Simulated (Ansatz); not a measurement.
Reaction: MgCl2 (SMILES [Mg]([Cl])[Cl]) → MgCl2 (parent SMILES [Cl][Mg][Cl], triplet)
Each species at its own B3LYP-D3(BJ)/def2-TZVP minimum (Ansatz, an electronic-structure program).

Property: adiabatic triplet-singlet gap (electronic), in kcal/mol. UHF or UKS for unpaired electrons; spin-orbit terms are left out. Cores are frozen in correlated methods. No relativity. CBS(X,Y): correlation extrapolated as X^-3, Hartree-Fock from the larger set. A bracket is a step between two methods taken in the basis named. Double hybrids freeze cores in their MP2 part. The spin of Cl2Mg (parent SMILES [Cl][Mg][Cl], triplet) was assumed, and the state is the lowest solution found for it.

CCSD(T)/CBS(def2-TZVPP,def2-QZVPP) + [CCSDT(Q) - CCSD(T)]/def2-TZVPP (Ansatz) gives 94.2 kcal/mol.

**Question.** How far off this value is PBE/def2-TZVPD (Ansatz), in which direction, and how far these levels: r2SCAN/def2-TZVPD, B3LYP/def2-TZVPD, PBE0/def2-TZVPD, wB97M-V/def2-TZVPD, B2PLYP/def2-TZVPD, CCSD(T)/CBS(def2-TZVPP,def2-QZVPP)?

**Answer.** PBE gives 79.3 kcal/mol, 14.9 kcal/mol below it. Differences of the others: r2SCAN/def2-TZVPD (Ansatz) -11.3; B3LYP/def2-TZVPD (Ansatz) -9.8; PBE0/def2-TZVPD (Ansatz) -9.8; wB97M-V/def2-TZVPD (Ansatz) -1.6; B2PLYP/def2-TZVPD (Ansatz) -5.5; CCSD(T)/CBS(def2-TZVPP,def2-QZVPP) (Ansatz) 0.5 kcal/mol.
